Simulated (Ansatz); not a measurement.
Reaction (β-hydride elimination): `CN(C)B(O)F` → `OBF` + `C=NC`

Isolated molecules relaxed with PBE0-D4/def2-TZVP in Ansatz; ΔE leaves out vibrations. CCSD(T)/CBS is the MP2 limit (def2-TZVPP, def2-QZVPP) plus CCSD(T) − MP2 in def2-TZVPP, frozen cores. This one scheme is used for every species. Functionals use def2-TZVPP. HSE06 is defined as in plane-wave codes. Each species was taken in one conformer, which may not be the lowest.

```
             level  ΔE (kJ/mol)
            B97M-V        211.1
          HSE06-D4        223.6
          PBE-QIDH        226.6
         CAM-B3LYP        205.7
RPA@PBE/def2-TZVPP        191.6
  CCSD(T)/def2-SVP        207.2
   CCSD/def2-TZVPP        205.3
SCS-MP2/def2-QZVPP        202.2
```

Question: What does CCSD(T)/CBS give? (An estimate is asked.)

Answer: Computed: +208.3 kJ/mol. The listed levels differ from it by 2.8, 15.3, 18.3, -2.6, -16.7, -1.1, -3.0, -6.1 kJ/mol.

Largest T1 diagnostic among the species: 0.013.

Leaving LDA and LC-ωPBE aside and taking each functional with its dispersion term where it has one, the values, not all of them listed here, spread over 44.3 kJ/mol, from BLYP-D4 to r2SCAN0-D4. LDA lies +61.8 kJ/mol from PBE without D4. From PBE to PBE0 (25 % exact exchange), in def2-TZVPP and without D4, ΔE moves by +17.8 kJ/mol. In def2-TZVPP, CCSD(T) changes the Hartree–Fock value by +19.5 kJ/mol (the triples alone add −1.0 kJ/mol) and MP2 by +29.2 kJ/mol.
